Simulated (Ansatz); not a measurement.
# CO ··· AsH$_{3}$

The pair of CO (SMILES [C-]#[O+], atoms 1–2) and AsH$_{3}$ (SMILES [AsH3], atoms 3–6), both closed shells, in one local arrangement (a lower one may exist), relaxed at PBE0-D4/def2-TZVP:

```
atom    x (Å)    y (Å)    z (Å)
  C1   0.1601  -0.4180  -2.3635
  O2  -0.1696   0.1331  -3.2851
 As3  -0.2515   0.4806   1.0032
  H4   1.2258   0.1219   1.0290
  H5  -0.2981   0.6611   2.5143
  H6  -0.6668  -0.9787   1.1021
```

Program: Ansatz 0.2.0. Basis: def2-TZVPPD, with def2-QZVPPD for the basis limit. Cores are frozen in the correlated methods. Filled d shells of the heavier atoms are correlated. The def2 sets are not built for correlating such inner shells, so the correlated values are less sure here. B3LYP uses VWN-RPA correlation. Extrapolation: Hartree–Fock as exp(−7.88 √X), correlation as X^−2.97. Interaction energies count from these two fragments, frozen as in the pair, with the counterpoise correction; negative means bound.

(1) What is the interaction energy by CCSD(T) at an estimated basis limit (MP2 extrapolated from triple and quadruple zeta, plus CCSD(T) − MP2 in triple zeta)? (An estimate is asked for; the value comes from the calculation.)

(2) Which atoms make the shortest contact between the fragments?

The T1 diagnostic stays at or below 0.020.

Results:

(1) By the calculation: -0.70 kcal/mol. Hartree–Fock alone gives 0.68 kcal/mol at the basis limit, so without correlation the pair would not bind at this distance. It counts from the two fragments frozen as in the pair.

The same quantity by other methods in triple zeta, and each one's difference from that estimate:
| method | E_int (kcal/mol) | difference |
| --- | --- | --- |
| PBE-D4 | -1.09 | -0.40 |
| revPBE-D4 | -0.69 | 0.01 |
| BLYP-D4 | -0.67 | 0.02 |
| r2SCAN-D4 | -0.63 | 0.07 |
| B97M-V | -0.87 | -0.18 |
| PBE0-D4 | -0.90 | -0.21 |
| B3LYP-D4 | -0.73 | -0.04 |
| HSE06-D4 | -0.92 | -0.23 |
| wB97X-V | -0.73 | -0.03 |
| wB97M-V | -0.70 | 0.00 |
| B2PLYP | -0.11 | 0.58 |
| HF | 0.69 | 1.38 |
| MP2 | -0.64 | 0.05 |
| CCSD | -0.28 | 0.42 |
| CCSD(T) | -0.48 | 0.22 |
Differences are method less estimate.

(2) C1 and As3, 3.51 Å apart.

Basis-set superposition shift (counterpoise-corrected less uncorrected): CCSD(T) 0.32; MP2 0.34; HF 0.07; PBE0-D4 0.07; wB97M-V 0.09 kcal/mol.

For scale, one of the runs: CCSD(T)/def2-TZVPPD, 182 basis functions, launched by `ansatz run in.yaml --threads 2 --pin off --events-out ev --progress --plain --max-ram 5222MiB`. Time: 68 s of wall clock on 2 CPU threads of an Arm Neoverse V1; the host was shared. Peak host memory: 1.8 GiB.
